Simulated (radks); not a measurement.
Valence configurations of S II (all share [Ne]). Calculated with a radial shooting solver on a logarithmic mesh with Libxc functionals: Dirac Kohn-Sham, BLYP, spin-unpolarised, spherical densities, point nucleus; open shells fill j = l - 1/2 first. Energies are relative to 3s2 3p3; eigenvalues in eV.

valence	E (eV)	e(3p1/2)	e(3p3/2)	e(3s1/2)
3s2 3p3	0.000	-16.694	-16.593	-27.448
3s1.5 3p3.5	5.440	-16.985	-16.882	-27.789
3s1 3p4	10.906	-17.267	-17.164	-28.120
3s0.5 3p4.5	16.396	-17.543	-17.438	-28.441
3p5	21.909	-17.811	-17.705	-

NIST lists [Ne] 3s2 3p3 as the ground configuration; this level of theory agrees among the configurations tried. The energies are those of spherical spin-averaged densities, not of single terms.
